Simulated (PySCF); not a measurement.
Al(H)3(OMe2), C₂H₉AlO, singlet, CAM-B3LYP/def2-SVP optimised geometry.

```
13

Al     0.18    -1.77     0.00
H     -0.57    -2.12    -1.36
H      1.78    -1.77     0.00
H     -0.52    -2.18     1.38
C      0.32     1.01     1.06
O     -0.17     0.20     0.00
C     -0.89     0.90    -1.00
H     -0.52     1.50     1.58
H      0.85     0.36     1.76
H      1.01     1.77     0.66
H     -0.25     1.66    -1.47
H     -1.78     1.38    -0.56
H     -1.21     0.16    -1.75
```

Density from PySCF with CAM-B3LYP/def2-TZVP at that geometry.

Minimum of the electron density along straight lines between bonded atoms, close to the bond critical point (lines longer than 1.1 times the sum of covalent radii, or with two minima, are not listed):

| bond | length / Å | ρ at the minimum / e bohr⁻³ | ∇²ρ there / e bohr⁻⁵ | position (fraction from the first atom) |
|---|---|---|---|---|
| Al1–H2 | 1.597 | 0.080 | 0.20 | 0.50 |
| Al1–H3 | 1.598 | 0.080 | 0.20 | 0.50 |
| Al1–H4 | 1.598 | 0.080 | 0.20 | 0.50 |
| Al1–O6 | 1.996 | … | 0.28 | 0.42 |
| C5–O6 | 1.421 | 0.250 | -0.47 | 0.35 |
| O6–C7 | 1.421 | 0.248 | -0.45 | 0.65 |
| C5–H8 | 1.101 | 0.281 | -0.99 | 0.65 |
| C5–H9 | 1.096 | 0.285 | -1.02 | 0.66 |
| C5–H10 | 1.101 | 0.281 | -0.99 | 0.65 |
| C7–H11 | 1.101 | 0.280 | -0.98 | 0.65 |
| C7–H12 | 1.101 | 0.280 | -0.98 | 0.65 |
| C7–H13 | 1.095 | 0.286 | -1.04 | 0.66 |

Question: Fill in the missing entries.

Answer: 
- Al1–O6, ρ at the minimum / e bohr⁻³: 0.047
